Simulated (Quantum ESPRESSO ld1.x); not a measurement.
Problem. The mean radii <r> (bohr) of the occupied orbitals of an atom or ion are listed with their occupations. Method: non-relativistic Kohn-Sham, LDA (Slater exchange, VWN5 correlation), spin-polarised, spherical densities, point nucleus; computed with ld1.x of Quantum ESPRESSO 7.5.

| orbital | occ. | <r> |
|---|---|---|
| 1s | 2 | 0.3320 |
| 2s | 2 | 1.788 |

Name the element and its charge. Open shells, if any, are filled with parallel spins first.

Solution. Z = 5, boron, charge +1: B+ in [He] 2s2. The 1s radius gives Z: for a bare nucleus <r> = 1.5/Z, 0.3 bohr for Z = 5, and screening makes it slightly larger (0.3320 here). The occupations add up to 4, and the charge is Z minus that.
